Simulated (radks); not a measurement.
Values are calculated unless marked as measured or tabulated.
Task: The mean radii <r> (bohr) of the occupied orbitals of an atom or ion are listed with their occupations. Code: a radial shooting solver on a logarithmic mesh with Libxc functionals. Model: non-relativistic Kohn-Sham, PBEsol, spin-polarised, spherical densities, point nucleus.

orbital  occ.      <r>
1s down     1  0.06424
1s up       1  0.06424
2s up       1   0.2964
2s down     1   0.2961
2p up       3   0.2613
2p down     3   0.2609
3s up       1   0.8823
3s down     1   0.8843
3p up       3   0.9182
3p down     3   0.9214
3d up       2    1.011

Name the element and its charge. Open shells, if any, are filled with parallel spins first.

Result: Z = 24, chromium, charge +4: Cr4+ in [Ar] 3d2. The 1s radius gives Z: for a bare nucleus <r> = 1.5/Z, 0.0625 bohr for Z = 24, and screening makes it slightly larger (0.06424 here). The occupations add up to 20, and the charge is Z minus that.
